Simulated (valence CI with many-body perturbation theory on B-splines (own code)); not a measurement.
Values are calculated unless marked as measured or tabulated.
## Hyperfine factors and g values of Mo9+

Level of theory: valence CI with perturbative core correlation (CI+MBPT): five valence electrons over a frozen Dirac-Fock core [Ar] 3d10, radial functions for each j: 11 s, 11 p, 10 d, 8 f, 5 g, 2 h, with the one-electron correlation potential Σ1 (screened to all orders), the two-electron term Σ2, the three-electron term Σ3, Breit, model QED; selected single and double excitations, second order for the rest, scaled by the run's own slope (own B-spline code, finite nucleus).

No measured spectrum was set against this ion. As an estimate, levels hold to about 250 cm⁻¹ or 0.2 % of their energy and the worst to 1 %, as in measured heavy ions of charge 2 to 7; those with d or f electrons hold less well. Among the levels kept, up to 2800 cm⁻¹ of a level comes from second order outside the variational space, and about a tenth of that is noise between levels of different J, which matters for small intervals.

A/g_I is the dipole constant over the nuclear g factor μ/I (μ in nuclear magnetons, uniformly magnetised nucleus), B/Q the quadrupole constant per barn. Both hold the static response of the core; the bare values leave it out. Large factors of s and p1/2 electrons are usually good to 5 to 10 %; those of open d and f shells near neutrality can be off by tens of per cent, and small factors of p3/2, d and f electrons come from cancelling terms and can be off by a factor of two or in sign, in half-filled shells by more. B is blank for J = 1/2, where it vanishes, and for nearly pure S terms. Energies count from the lowest level.

Names give the largest LS component (configuration and term), which can be under half, so a name can repeat, a term be missing and a line seem to break the LS rules; names also repeat where a configuration has a term twice. Letters in brackets count levels of one name in rising energy.

```
                Level  E (eV)      g  A/g_I (MHz)  A/g_I bare  B/Q (MHz/b)  B/Q bare
      4s2 4p3 4S°_3/2   0.000  1.877         1280         960         1060       969
      4s2 4p3 2D°_3/2   3.350  1.006         2570        2440         6340      5830
      4s2 4p3 2D°_5/2   4.421  1.200         7160        6650        -45.6     -38.1
      4s2 4p3 2P°_1/2   6.886  0.665        20900       19600                       
      4s2 4p3 2P°_3/2   8.769  1.252         3910        3610        -7440     -6840
        4s 4p4 4P_5/2  27.870  1.582        17500       16300         5880      5410
        4s 4p4 4P_3/2  29.722  1.709        14100       13100        -5220     -4800
        4s 4p4 4P_1/2  30.289  2.628        39700       36900                       
        4s 4p4 2D_3/2  34.293  0.855        -4920       -4590        -8620     -7930
        4s 4p4 2D_5/2  34.907  1.218        19500       18300       -12700    -11700
        4s 4p4 2S_1/2  39.021  1.552        37700       35200                       
        4s 4p4 2P_3/2  39.495  1.300        -92.2        -147         4000      3670
        4s 4p4 2P_1/2  42.374  1.139        37200       34900                       
    4s2 4p2 4d 4F_3/2  43.752  0.501         2100        2090          268       187
    4s2 4p2 4d 4F_5/2  44.529  1.098          752         722         2460      2190
    4s2 4p2 4d 4F_7/2  45.766  1.255         1090         993         1920      1670
4s2 4p2 4d 2F_5/2 [a]  45.792  0.961         5330        4980        -2290     -2130
    4s2 4p2 4d 4D_1/2  46.356  0.041         8360        8020                       
    4s2 4p2 4d 4D_3/2  46.538  1.124         3900        3640        -3130     -2860
4s2 4p2 4d 2F_7/2 [a]  46.558  1.251         2860        2650         2510      2270
    4s2 4p2 4d 4F_9/2  46.920  1.305         3010        2770        -3660     -3460
    4s2 4p2 4d 4D_5/2  47.515  1.207         3250        3030        -2400     -2220
    4s2 4p2 4d 4D_7/2  49.333  1.248         2390        2210         2730      2480
4s2 4p2 4d 2P_3/2 [a]  49.735  1.286        -2000       -1910          594       524
    4s2 4p2 4d 2G_7/2  50.795  0.946         3820        3580        10200      9240
    4s2 4p2 4d 2G_9/2  51.500  1.139         2810        2640        13000     11900
    4s2 4p2 4d 4P_5/2  51.740  1.546          740         619          151       136
4s2 4p2 4d 2P_1/2 [a]  51.938  1.113        11800       11100                       
    4s2 4p2 4d 4P_3/2  52.203  1.476         1740        1570         -897      -816
    4s2 4p2 4d 4P_1/2  52.929  2.114         -654        -924                       
4s2 4p2 4d 2D_3/2 [a]  53.126  1.028         2990        2800         2140      1940
4s2 4p2 4d 2D_5/2 [a]  54.599  1.212         3420        3180        -1850     -1730
4s2 4p2 4d 2D_3/2 [b]  55.465  0.881         3420        3210         -921      -829
4s2 4p2 4d 2D_5/2 [b]  56.035  1.190         1200        1140         9560      8730
4s2 4p2 4d 2P_1/2 [b]  56.218  0.892        -5040       -4650                       
4s2 4p2 4d 2F_5/2 [b]  56.909  0.992         2270        2150         2220      2010
    4s2 4p2 4d 2S_1/2  57.953  1.857        12400       11600                       
4s2 4p2 4d 2P_3/2 [b]  58.045  1.289         1430        1330        -2730     -2490
4s2 4p2 4d 2F_7/2 [b]  58.131  1.139         3460        3210        -1630     -1540
4s2 4p2 4d 2D_3/2 [c]  60.490  0.817         2230        2140         2230      2020
```

Take the isotope of mass number 97, with I = 5/2, μ = -0.9324 μN and Q = 0.255 b. What is the hyperfine structure of 4s 4p4 4P_5/2?

From the table A = -6530 MHz, B = 1500 MHz. Shifts from the centre of gravity in MHz: F = 0: 58200, F = 1: 51300, F = 2: 37700, F = 3: 17500, F = 4: -8690, F = 5: -40400.
